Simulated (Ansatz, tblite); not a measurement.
Cost and result up the ladder for Cu(PF3)H (CuPHF3) (6 atoms). Charge 0, multiplicity 1. Geometry: PBE0-D4/def2-SVP.

Cartesian coordinates in Å:
```
Cu 1.289 -0.242 0.883
P -0.495 0.092 -0.333
F -1.841 -0.626 0.073
F -0.453 -0.315 -1.857
F -1.042 1.564 -0.488
H 2.543 -0.473 1.722
```

Ansatz on 4 threads of Intel Xeon on a shared host; xTB runs through tblite on one thread. Times are rough, summed over both states, and most runs start from the orbitals of an earlier one. PBE0-D4/def2-TZVP serves as the yardstick here, not as an exact answer. The other state is a doublet.

The xTB rows come from tblite.

Raw xTB energies of ions are shifted by several eV.

```csv
level,functions,wall time,vertical IE (eV),difference from PBE0-D4/def2-TZVP (eV)
GFN2-xTB,31,0.031 s,14.25,5.04
GFN1-xTB,32,0.054 s,14.63,5.42
PBE-D4/def2-TZVP,181,14 s,9.37,0.16
r2SCAN-D4/def2-TZVP (with forces),181,22 s,9.29,0.08
PBE0-D4/def2-TZVP,181,25 s,9.22,0.00
```
